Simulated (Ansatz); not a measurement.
Input file for `[NH2][Ga]([SH])[SH]`:

```yaml
crystal:
  periodic: [false, false, false]
  atoms:
    - {symbol: N, position_ang: [-0.636504, 1.601437, -0.588759]}
    - {symbol: Ga, position_ang: [-0.007407, 0.014957, 0.005043]}
    - {symbol: S, position_ang: [2.100139, -0.105318, 0.625954]}
    - {symbol: S, position_ang: [-1.404267, -1.680616, 0.129846]}
    - {symbol: H, position_ang: [-0.038447, 2.385274, -0.784639]}
    - {symbol: H, position_ang: [-1.548216, 1.706249, -0.998950]}
    - {symbol: H, position_ang: [2.022319, -1.396187, 0.984901]}
    - {symbol: H, position_ang: [-0.487607, -2.525795, 0.626604]}
basis:
  gaussian: {orbitals: def2-TZVPP}
correlation: {method: ccsd_t}
output: {orbitals: {seedname: orbitals}}
```

```sh
$ ansatz run in.yaml --threads 4 --pin off --events-out ev --progress --plain
```

Output of Ansatz, abridged:

```
Functional definition: HF
1297 factors; integrals over basis functions are off by at most 1.1e-3 eV
mean field evaluation 1: about -75514.7254 eV, gradient 3.9e1 eV
mean field evaluation 2: about -75514.8595 eV, gradient 3.9e1 eV
mean field evaluation 4: about -75518.3037 eV, gradient 3.6e0 eV
mean field evaluation 8: about -75518.3639 eV, gradient 3.9e-1 eV
mean field evaluation 16: about -75518.3646 eV, gradient 2.1e-6 eV
mean field -75518.36461288 eV, -2775.2487113372 hartree, gradient 2.1e-6 eV, S^2 0.000000; 0 other end points of the search recorded, 0 dependent functions left out
20 core orbitals not correlated: weight in the atoms' cores, before any rotation towards them, 1.000 or more for the frozen orbitals, at most 0.000 for the correlated occupied ones
reference -75518.36461288 eV, -2775.2487113372 hartree; 17, 17 occupied and 182, 182 virtual orbitals, 1297 factors
second order -21.61516994 eV of doubles, -0.00000000 eV of singles
cycle   1  -21.87102745 eV  change   -2.6e-1 eV  update   1.1e-1
cycle   2  -22.48769485 eV  change   -6.2e-1 eV  update   3.2e-2
cycle   3  -22.59305217 eV  change   -1.1e-1 eV  update   1.6e-2
cycle   4  -22.58307684 eV  change    1.0e-2 eV  update   3.8e-3
cycle   5  -22.58186571 eV  change    1.2e-3 eV  update   1.7e-3
cycle   6  -22.58167173 eV  change    1.9e-4 eV  update   5.1e-4
cycle   7  -22.58150043 eV  change    1.7e-4 eV  update   2.3e-4
cycle   8  -22.58154277 eV  change   -4.2e-5 eV  update   6.7e-5
cycle   9  -22.58156720 eV  change   -2.4e-5 eV  update   2.8e-5
perturbative correction -1.00793395 eV, -0.0370408893 hartree
Total energy: -75541.95411402 eV, -2776.1156095146 hartree
```

It took 59 s on 4 threads of a server CPU on a shared host, with 3.1 GiB of host memory at the peak.

The correlation energy is -23.590 eV, 4.3 % of it from (T); the T1 diagnostic reads 0.0125.
